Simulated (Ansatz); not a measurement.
`S[SiH2][O][GeH3]`. Total charge 0; spin multiplicity 1.

```xyz
10

S     2.2491   -0.4489   -0.4403
Si    0.6253   -0.9393    0.8627
O    -0.6402    0.0696    0.6989
Ge   -1.3814    0.8116   -0.7454
H     2.5558    0.6950    0.1952
H     1.0568   -0.8754    2.2775
H     0.2821   -2.3271    0.4622
H    -0.5463    2.0397   -1.1316
H    -2.7957    1.2029   -0.3026
H    -1.4056   -0.2281   -1.8767
```

Q: List the harmonic frequencies (cm⁻¹, unscaled) at PBE0-D4/def2-TZVP in Ansatz. (Best estimate.)

A: The calculation gave: 46, 78, 89, 226, 279, 486, 510, 559, 637, 648, 740, 792, 843, 869, 874, 906, 950, 1034, 2163, 2175, 2186, 2230, 2250, 2708.

Q: Is this a minimum?

A: Yes, all 24 modes are real.

Q: Give the ideal-gas thermochemistry at 298.15 K and 1 bar (rigid rotor, harmonic oscillator; point group C1, symmetry number 1).

A: Zero-point energy 145.2 kJ/mol; H(298) − E = 167.6 kJ/mol; entropy 373.4 J/(mol·K), of which translation 171.7, rotation 118.2, vibration 83.4; G(298) − E = 56.3 kJ/mol. Modes under 100 cm⁻¹ are hindered rotations or soft bends, so the harmonic entropy is rough.
